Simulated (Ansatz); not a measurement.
The cluster Ag₃Ge₂⁻, relaxed as a singlet with RKS r2SCAN-D4/def2-SVPD in Ansatz, starting from the GFN2-xTB geometry. Force threshold 0.02 eV/Å.

In the def2 sets Ag takes a core potential; there is no spin–orbit coupling. The restricted singlet is unstable towards broken spin symmetry in Hartree–Fock (as tested in another run); at r2SCAN-D4/def2-SVPD this wasn't settled. The relaxation made no stability test and no search for a lower SCF solution. No other spin state of charge -1 was run. Another isomer (singlet) lies 0.34 eV lower at PBE0-D4/def2-TZVPD; other spin states weren't run for this one.

Start:

```xyz
5

Ag   -1.015    0.114    1.248
Ag   -1.388    1.613   -1.069
Ag    1.331   -1.506   -0.530
Ge   -0.215   -0.154   -0.789
Ge    1.287   -0.068    1.139
```

```tsv
step	energy (eV)	largest force component (eV/Å)	SCF passes
1	-125022.8692	6.624	21
2	-125025.3719	2.383	30
3	-125026.2320	1.015	30
4	-125026.5341	0.351	30
5	-125026.6068	0.171	29
6	-125026.6194	0.093	24
7 (rejected)	-125026.6041	0.305	28
8	-125026.6296	0.028	25
9	-125026.6330	0.031	25
10 (rejected)	-125026.6328	0.026	22
11	-125026.6332	0.016	23
12	-125026.6333	0.007	23
```

Force components are those of the run's own axes.

End:

| atom | x (Å) | y (Å) | z (Å) |
| --- | --- | --- | --- |
| Ag1 | -1.344 | 0.117 | 1.215 |
| Ag2 | -1.573 | 2.059 | -0.711 |
| Ag3 | 1.889 | -2.109 | -0.215 |
| Ge4 | -0.242 | -0.141 | -1.115 |
| Ge5 | 1.269 | 0.074 | 0.826 |

Bonds lost: Ag1–Ag3 (atoms count from 1).

The force fell under the threshold at step 11, but the optimiser went on. No frequencies were taken in this run, so the end may be a saddle point.

Run time 65 s (4 threads of Arm Neoverse V1 on a shared host).
